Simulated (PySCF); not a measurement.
B⁺: ionisation energy

B⁺ [He] 2s2 (1S) → B²⁺ [He] 2s1 (2S), as a difference of total energies. Computed with PySCF 2.14 in aug-cc-pCVTZ-DK with one added diffuse shell each of s, p, d, f type (8s7p5d3f, 75 functions), with the spin-free X2C one-electron Hamiltonian (Gaussian nucleus). Correlated levels: valence and next inner shell: nothing frozen. The calculations carry no spin-orbit coupling.

Order these methods by the ionisation energy they give, lowest first.
A. SCS-MP2 (valence and next inner shell)
B. CCSD (valence and next inner shell)
C. UHF
D. MP2 (valence and next inner shell)

C (23.449 eV), D (24.499 eV), A (24.693 eV), B (25.100 eV).

Errors of the correlated levels include the incompleteness of this basis.

For comparison: 25.155 eV (measured; NIST Atomic Spectra Database, ionization energies).
